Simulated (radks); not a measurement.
Task: Species: the antimony ion Sb+. Configuration: [Kr] 4d10 5s2 5p2 (the NIST ground configuration). Method: Dirac Kohn-Sham, PBE, spin-unpolarised, spherical densities, finite nucleus; open shells fill j = l - 1/2 first; Fermi nuclear charge, rms radius 4.6802 fm; computed with a radial shooting solver on a logarithmic mesh with Libxc functionals. Some entries of the table are withheld. Estimate them.

| orbital | occ. | eigenvalue (eV) | <r> (bohr) | <1/r> (bohr^-1) |
|---|---|---|---|---|
| 1s1/2 | 2 | -30291.21 | 0.02842 | 54.32 |
| 2s1/2 | 2 | -4615.002 | 0.1222 | 12.62 |
| 2p1/2 | 2 | -4318.122 | 0.1033 | 12.61 |
| 2p3/2 | 4 | -4066.309 | 0.1087 | 11.70 |
| 3s1/2 | 2 | -911.4108 | 0.3302 | 4.476 |
| 3p1/2 | 2 | -790.0441 | 0.3208 | 4.385 |
| 3p3/2 | 4 | -743.5789 | 0.3321 | 4.164 |
| 3d3/2 | 4 | -529.2711 | 0.3033 | (1) |
| 3d5/2 | 6 | -519.6149 | 0.3069 | (2) |
| 4s1/2 | 2 | -156.8640 | 0.7908 | 1.770 |
| 4p1/2 | 2 | -115.8248 | 0.8325 | 1.655 |
| 4p3/2 | 4 | -107.2370 | 0.8616 | 1.583 |
| 4d3/2 | 4 | -42.3745 | 1.021 | 1.306 |
| 4d5/2 | 6 | -41.1298 | 1.035 | 1.288 |
| 5s1/2 | 2 | (3) | 2.164 | 0.5987 |
| 5p1/2 | 2 | -12.3154 | 2.613 | 0.4902 |
| 5p3/2 | 0 | -11.5860 | 2.716 | 0.4696 |

Result: 
(1) 3d3/2 <1/r> (bohr^-1): 4.012
(2) 3d5/2 <1/r> (bohr^-1): 3.955
(3) 5s1/2 eigenvalue (eV): -20.4028
